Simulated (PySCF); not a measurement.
InI2, SMILES [I][In+][I], charge +1. Coordinates come from a B3LYP-D3(BJ)/def2-SVP optimisation. The spin state was assumed, not searched. The isomer is the one that the SMILES or the coordinates give; other isomers of the formula were not compared. The def2 effective core potentials stand for the cores of I, In; spin–orbit coupling is left out.

Give the equilibrium geometry at B3LYP-D3(BJ)/def2-SVP (PySCF confirms it by a frequency run) as Cartesian coordinates in Å, and its point group. (The exact figures need the calculation; the answer reports its results.)

point group D∞h.
```xyz
3

In     0.0000     0.0000     0.0000
I      0.0000     0.0000    -2.5929
I      0.0000     0.0000     2.5929
```
Charge +1, spin multiplicity 1.
